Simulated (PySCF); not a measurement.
**Structure from 2D NMR**

Compound of formula C$_{4}$H$_{5}$FO$_{3}$Si. Correlations simulated from computed shifts and the bond graph:

HSQC (one-bond C–H):
| δH | δC |
| --- | --- |
| 6.18 | 121.3 |
| 5.17 | 72.7 |

COSY cross peaks (H two or three bonds apart, from the bond graph; peaks can be absent where the dihedral angle is near 90°):
| δH | δH |
| --- | --- |
| 6.18 | 5.17 |

HMBC (two and three bonds, from the bond graph):
| δH | δC |
| --- | --- |
| 6.18 | 179.8, 150.9, 72.7 |
| 5.33 | 150.9 |
| 5.17 | 179.8, 150.9, 121.3 |

Carbons without hydrogens: δ 179.8, 150.9.

PySCF 2.14.0 with density-fitted response routines calculation with σ from GIAO-PBE0/pcSseg-1 and structure optimised with GFN2-xTB; in vacuum, fast rotation and ring inversion assumed for equivalent nuclei, a single conformation, non-relativistic Hamiltonian.

Chemical shifts δ = σref − σ; ¹H (σ = 31.72 ppm) and ¹³C (σ = 186.93 ppm) against TMS, all at this level.

Exchangeable hydrogens are left out of these lists.

**Question.** Which molecule is this?

**Answer.** SMILES O1C(=O)C(O[SiH2]F)=CC1.

Numbering as in the mapped SMILES `[O:1]=[C:2]1[O:3][CH2:4][CH:5]=[C:6]1[O:7][SiH2:8][F:9]`. Each H is labelled by its parent atom.

- δC 179.8 is C2, an ester carbonyl carbon.
- δC 150.9 is C6, an alkene carbon bearing oxygen.
- δC 121.3 is C5, a β carbon of a C=C–C=O unit (δH 6.18).
- δC 72.7 is C4, an allylic sp3 CH2 bonded to O (δH 5.17).
- HMBC from δH 6.18 reaches the proton-free carbons C2, C6.
- HMBC from δH 5.33 reaches the proton-free carbon C6.
- HMBC from δH 5.17 reaches the proton-free carbons C2, C6.
- COSY links 6.18–5.17.

The data come from this structure; uniqueness wasn't tested.

Shifts are as computed. Against solution values, carbons near 30 ppm lie about +3 ppm off and those near 130 ppm about +5 ppm. Of 1211 compounds with measured shifts, 218 miss one by over three times the rms of a fit or turn the order of signals round; such compounds aren't used in these exercises.
